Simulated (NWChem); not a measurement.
**Correlation energy of MgO**

```xyz
2

Mg     0.0000     0.0000     0.6990
O      0.0000     0.0000    -1.0486
```
Charge 0, spin multiplicity 1.

The numbers come from NWChem runs, not from measurements. All single points use one geometry, from PBE0/def2-SVP, a minimum by its harmonic frequencies.

Basis set: def2-QZVP. Each correlation energy counts from its own Hartree-Fock reference.

```json
[
 {"method": "CR-CCSD[T]", "correlation energy (mHa)": "-345.1", "difference from CCSD(T)": "+1.6"},
 {"method": "CCSD", "correlation energy (mHa)": "-322.0", "difference from CCSD(T)": "+24.7"},
 {"method": "CCSD(T)", "correlation energy (mHa)": "-346.7", "difference from CCSD(T)": "0.0"},
 {"method": "MP2", "correlation energy (mHa)": "-346.9", "difference from CCSD(T)": "-0.2"},
 {"method": "CCSD+T(CCSD)", "correlation energy (mHa)": "-352.4", "difference from CCSD(T)": "-5.7"},
 {"method": "SCS-MP2", "correlation energy (mHa)": "-339.4", "difference from CCSD(T)": "+7.3"},
 {"method": "CR-CCSD(T)", "correlation energy (mHa)": "-341.1", "difference from CCSD(T)": "+5.6"}
]
```

The values span 30.4 mHa, from CCSD+T(CCSD) (lowest) to CCSD (highest). 

The correlated methods keep 6 core orbitals frozen. The structure started from a generated list of species. No row is a measurement; the coupled-cluster row has its own basis-set and correlation limits.
